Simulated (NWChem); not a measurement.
Molecule: SiHCl3; SMILES Cl[SiH](Cl)Cl

```xyz
5

Si     0.0000     0.0000     0.5008
Cl    -0.5022    -1.8590    -0.1877
Cl    -1.3589     1.3644    -0.1877
Cl     1.8610     0.4946    -0.1877
H      0.0000     0.0000     1.9775
```
Atoms are numbered in this order, from 1.

Computed with NWChem. Geometry: optimised at PBE0/def2-SVP. Level: PBE0/def2-SVP with SMD (1 M gas to 1 M solution), gas-phase geometry. Reactions with the solvent are ignored.

Question: Estimate the computed values for solvent water. Quantities: solvation free energy (kcal/mol); cavity-dispersion-structure term (kcal/mol); dipole in solution (D).

Answer: 
```yaml
solvation free energy (kcal/mol): 0.6
cavity-dispersion-structure term (kcal/mol): 1.6
dipole in solution (D): 1.33
```
